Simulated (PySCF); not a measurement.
Nuclear quadrupole coupling in SiF2Cl2

Species: SiF2Cl2.
Geometry (PBE0-D3(BJ)/def2-SVP, Å), atoms numbered from 1 in this order:
```xyz
5
Cl2F2Si angstrom
Si     0.0606   -0.0004    0.0449
F      0.0768   -0.0163    1.6418
F      1.5772    0.0084   -0.4546
Cl    -0.8621    1.6766   -0.5978
Cl    -0.8525   -1.6682   -0.6343
```

Field gradients from the PBE0/pcSseg-1 density (PySCF, non-relativistic), principal values in atomic units, ordered |Vxx| ≤ |Vyy| ≤ |Vzz|:

```json
{"atom": "Cl4", "Vxx": "-1.2128", "Vyy": "-1.2362", "Vzz": "2.4490"}
{"atom": "Cl5", "Vxx": "-1.2128", "Vyy": "-1.2361", "Vzz": "2.4490"}
```

Find the asymmetry η = (Vxx − Vyy)/Vzz and the couplings χ = eQV/h (234.96 MHz × Q in barn × V in au), with Q(35Cl) = −0.0817 b.

```json
{"atom": "Cl4", "environment": "chlorine bonded to Si", "nucleus": "35Cl", "η": "0.01", "χzz (MHz)": "-47.01", "χxx (MHz)": "23.28", "χyy (MHz)": "23.73"}
{"atom": "Cl5", "environment": "chlorine bonded to Si", "nucleus": "35Cl", "η": "0.01", "χzz (MHz)": "-47.01", "χxx (MHz)": "23.28", "χyy (MHz)": "23.73"}
```

The gradient is axial or nearly so (η below 0.05) at Cl4 and Cl5. The tensor is traceless: Vxx + Vyy + Vzz = 0.

What is Vzz at Cl4 in SI units (1 au = 9.71736 × 10²¹ V/m²)?

2.4490 au = 23.798 × 10²¹ V/m².

Geometry: PBE0-D3(BJ)/def2-SVP; no solvent, vibrations or thermal averaging. The small basis limits the accuracy of the gradients.
